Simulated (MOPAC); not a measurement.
Job for MOPAC: PM6 on TaO, 2S+1 = 2, a spin state set in the input, which need not be the lowest, a point of a bond scan (R = 1.605 Å).

```
PM6 1SCF PRECISE CHARGE=0 UHF MS=0.5 THREADS=1
OTa

Ta     0.00000000 1     0.00000000 1     0.00000000 1
O      0.00000000 1     0.00000000 1     1.60500700 1
```

Program output:

```
*******************************************************************************
 **                                                                           **
 **                              MOPAC v23.2.5                                **
 **                                                                           **
 *******************************************************************************
 ** MOPAC's Digital Object Identifier: https://doi.org/10.5281/zenodo.6511958 **
 **                                                                           **
 ** Please cite the open-source release paper for use of this MOPAC version:  **
 ** J. E. Moussa and J. J. P. Stewart (2026)                                  **
 ** MOPAC: An open-source semiempirical molecular orbital program             **
 ** J. Open Source Softw., 11(119), 8025, https://doi.org/10.21105/joss.08025 **
 *******************************************************************************

                              PM6 CALCULATION RESULTS

 *******************************************************************************
 *  PM6        - The PM6 Hamiltonian to be used
 *  UHF        - UNRESTRICTED HARTREE-FOCK CALCULATION
 *
 *
 *
 *                 CHARGE ON SYSTEM = 0
 *
 *
 *
 *  MS=        - IN MECI, MAGNETIC COMPONENT OF SPIN =  0.5
 *  PRECISE    - TIGHTER CRITERIA TO BE USED
 *  1SCF       - DO 1 SCF AND THEN STOP
 *  THREADS=1  - MULTI-THREADING NOT USED
 *  T=         - A TIME OF 172800.0 SECONDS REQUESTED
 *  DUMP=N     - RESTART FILE WRITTEN EVERY 7200.0 SECONDS REQUESTED
 *******************************************************************************
PM6 1SCF PRECISE CHARGE=0 UHF MS=0.5 THREADS=1
 OTa

   ATOM   CHEMICAL          X               Y               Z
  NUMBER   SYMBOL      (ANGSTROMS)     (ANGSTROMS)     (ANGSTROMS)

     1      Ta          0.00000000  *   0.00000000  *   0.00000000  *
     2       O          0.00000000  *   0.00000000  *   1.60500700  *



          CARTESIAN COORDINATES

    NO.       ATOM           X           Y           Z

     1        Ta          0.0000      0.0000      0.0000
     2         O          0.0000      0.0000      1.6050

 General Reference for PM6:
 "Optimization of Parameters for Semiempirical Methods V: Modification of NDDO Approximations
 and Application to 70 Elements", J. J. P. Stewart, J. Mol. Mod., 13, 1173-1213 (2007)
 URL: https://link.springer.com/article/10.1007/s00894-007-0233-4

           Empirical Formula: O Ta  =     2 atoms



      MOLECULAR POINT GROUP   :   C*v


          UHF CALCULATION, NO. OF ALPHA ELECTRONS =    6
                           NO. OF BETA  ELECTRONS =    5

 -------------------------------------------------------------------------------
 PM6 1SCF PRECISE CHARGE=0 UHF MS=0.5 THREADS=1
 OTa



     1SCF WAS SPECIFIED, SO BFGS WAS NOT USED
     SCF FIELD WAS ACHIEVED


                              PM6 CALCULATION
                                                       MOPAC v23.2.5 Linux




          FINAL HEAT OF FORMATION =         35.06324 KCAL/MOL =     146.70460 KJ/MOL


          COSMO AREA              =         86.86 SQUARE ANGSTROMS
          COSMO VOLUME            =         75.06 CUBIC ANGSTROMS

          IONIZATION POTENTIAL    =          5.240399 EV
          ALPHA SOMO LUMO (EV)    =         -5.716  2.087
          BETA  SOMO LUMO (EV)    =         -5.240  2.572
          NO. OF ALPHA ELECTRONS  =          6
          NO. OF BETA  ELECTRONS  =          5
          MOLECULAR WEIGHT        =        196.9473         POINT GROUP:  C*v

          MOLECULAR DIMENSIONS (Angstroms)

            Atom       Atom       Distance
            O     2   Ta     1     1.60501
            O     2   Ta     1     0.00000
           Ta     1    O     2     0.00000


          SCF CALCULATIONS        =          1





   ATOM   CHEMICAL          X               Y               Z
  NUMBER   SYMBOL      (ANGSTROMS)     (ANGSTROMS)     (ANGSTROMS)

     1      Ta          0.00000000  *   0.00000000  *   0.00000000  *
     2       O          0.00000000  *   0.00000000  *   1.60500700  *

                             CARTESIAN COORDINATES

   1   Ta        0.000000000     0.000000000     0.000000000
   2    O        0.000000000     0.000000000     1.605007000


           Empirical Formula: O Ta  =     2 atoms



      MOLECULAR POINT GROUP   :   C*v


          ALPHA EIGENVALUES
 -25.58386 -12.72644 -12.72644 -12.27616  -8.12282  -5.71646   2.08743   4.74904
   4.74904   6.51292  45.49762  45.49762  46.52998


           BETA EIGENVALUES
 -26.09232 -12.83741 -12.83741 -12.24980  -5.24040   2.57170   3.22819   5.13303
   5.13303   6.76356  47.06773  47.74028  47.74028


              NET ATOMIC CHARGES AND DIPOLE CONTRIBUTIONS

  ATOM NO.   TYPE          CHARGE      No. of ELECS.   s-Pop       p-Pop       d-Pop
    1         Ta           0.327257        4.6727     1.92416     0.00728     2.74130
    2          O          -0.327257        6.3273     1.71408     4.61318
 DIPOLE           X         Y         Z       TOTAL
 POINT-CHG.     0.000     0.000    -2.523     2.523
 HYBRID         0.000    -0.000    -0.369     0.369
 SUM            0.000    -0.000    -2.892     2.892


          ATOMIC ORBITAL ELECTRON POPULATIONS

     Atom    s        px        py        pz      x^2-y^2     xz        z^2       yz        xy
    1 Ta   1.92416   0.00022   0.00022   0.00684   1.00000   0.61151   0.51828   0.61151   0.00000
    2  O   1.71408   1.38826   1.38826   1.83665


                    (SZ)    =    0.500000
                    (S**2)  =    0.770580


          ATOMIC ORBITAL SPIN POPULATIONS

    Atom   Total    s     px     py     pz   x^2-y^2  xz     z^2    yz     xy
         Atomic
    1 Ta  1.1491 -0.032 -0.000 -0.000 -0.000  1.000  0.052  0.076  0.052  0.000
    2  O -0.1491 -0.005 -0.052 -0.052 -0.039

 **********************
 *                    *
 * JOB ENDED NORMALLY *
 *                    *
 **********************




 == MOPAC DONE ==
```

The run finished.

Cost: around 0.020 core-seconds (rough).
